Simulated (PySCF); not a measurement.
Job file and geometry (Å, from GFN2-xTB) of an NMR shielding run on `InChI=1S/C4H12P2Si/c5-6-3-1-2-4(6)7/h4H,1-3,5H2,7H3/t4-,6?/m1/s1`, PySCF 2.14.0, density-fitted response routines, GIAO PBE0/pcSseg-1 NMR shielding, non-relativistic, gas phase; density fitting, a coarse starting grid and PySCF grid level 2 are the driver's defaults:

```
$ OMP_NUM_THREADS=1 python probes_run.py task.json out

{"job": {"kind": "nmr", "xc": "PBE0", "basis": "pcSseg-1"}, "charge": 0, "multiplicity": 1}
Si    -1.565584     1.677067     1.214594
C     -0.526282     0.659976    -0.014957
C     -1.190834    -0.637401    -0.474569
C     -0.081906    -1.573549    -0.937613
C      0.940423    -1.591734     0.190350
P      1.122854     0.176912     0.760688
P      2.402739     0.868988    -0.855050
H     -2.849800     1.993679     0.584513
H     -1.776964     0.871458     2.417380
H     -0.843061     2.906756     1.540101
H     -0.297968     1.278459    -0.891835
H     -1.724400    -1.102014     0.358888
H     -1.912327    -0.440627    -1.269276
H      0.380526    -1.172021    -1.843776
H     -0.457803    -2.575328    -1.153119
H      0.573535    -2.183110     1.034439
H      1.906718    -1.999383    -0.114648
H      3.574419     0.658416    -0.129191
H      2.315912     2.192705    -0.424379
```

Task: Write the output of this run.

Result: 
```
coarse grid: 16656 points
cycle   1  E = -1131.1257796319  dE =  5.903e-01  |g| = 3.659e-01  |ddm| = 3.952e+00
cycle   2  E = -1131.1027837689  dE =  2.300e-02  |g| = 4.699e-01  |ddm| = 8.010e-01
cycle   3  E = -1131.1606913813  dE = -5.791e-02  |g| = 5.510e-02  |ddm| = 5.345e-01
cycle   4  E = -1131.1614401416  dE = -7.488e-04  |g| = 1.722e-02  |ddm| = 9.751e-02
cycle   5  E = -1131.1615060326  dE = -6.589e-05  |g| = 7.711e-03  |ddm| = 2.924e-02
cycle   6  E = -1131.1615219119  dE = -1.588e-05  |g| = 1.376e-03  |ddm| = 1.016e-02
cycle   7  E = -1131.1615223811  dE = -4.692e-07  |g| = 3.568e-04  |ddm| = 2.172e-03
final grid: 145080 points
cycle   8  E = -1131.2042521652  dE = -3.253e-05  |g| = 7.718e-03  |ddm| = 3.403e-02
cycle   9  E = -1131.2042370399  dE =  1.513e-05  |g| = 1.080e-02  |ddm| = 1.773e-02
cycle  10  E = -1131.2042675976  dE = -3.056e-05  |g| = 7.387e-04  |ddm| = 1.147e-02
cycle  11  E = -1131.2042677358  dE = -1.382e-07  |g| = 2.257e-04  |ddm| = 1.277e-03
cycle  12  E = -1131.2042677480  dE = -1.222e-08  |g| = 7.202e-05  |ddm| = 3.163e-04
cycle  13  E = -1131.2042677495  dE = -1.439e-09  |g| = 1.624e-05  |ddm| = 1.128e-04
cycle  14  E = -1131.2042677495  dE = -6.821e-11  |g| = 4.786e-06  |ddm| = 2.653e-05
converged SCF energy = -1131.2042677495

GIAO shielding tensors (ppm)
atom      isotropic    diamagn.    paramagn.     s11        s22        s33       span
  0 Si     415.756     879.879    -464.123    383.520    400.188    463.562     80.042
  1 C      162.790     256.615     -93.825    136.067    170.034    182.269     46.202
  2 C      148.891     247.374     -98.483    118.020    160.360    168.294     50.274
  3 C      153.546     248.253     -94.707    126.507    162.435    171.694     45.187
  4 C      154.119     254.342    -100.223    132.873    160.721    168.762     35.888
  5 P      382.526     966.943    -584.417    296.780    371.456    479.340    182.560
  6 P      527.980     967.545    -439.565    438.202    545.536    600.204    162.002
  7 H       27.630      28.796      -1.166     23.455     25.442     33.992     10.537
  8 H       28.091      29.171      -1.080     24.414     26.610     33.250      8.837
  9 H       27.677      29.028      -1.351     23.489     26.053     33.490     10.001
 10 H       31.156      33.601      -2.444     26.563     30.346     36.560      9.997
 11 H       30.600      32.021      -1.422     24.598     29.623     37.578     12.980
 12 H       29.323      30.829      -1.506     23.710     27.375     36.885     13.175
 13 H       29.645      30.626      -0.981     25.248     27.952     35.734     10.486
 14 H       29.569      29.634      -0.066     23.821     26.881     38.004     14.183
 15 H       29.994      31.706      -1.712     24.826     27.002     38.156     13.330
 16 H       30.177      31.371      -1.194     25.253     27.647     37.631     12.379
 17 H       29.261      30.357      -1.096     23.208     26.078     38.496     15.288
 18 H       29.632      30.553      -0.921     23.763     28.033     37.099     13.336
```

Size and cost of the density-fitted run: 200 basis functions, 47 s wall time on 1 thread of an Intel Xeon Platinum 8375C, shared host; peak memory 0.92 GiB.
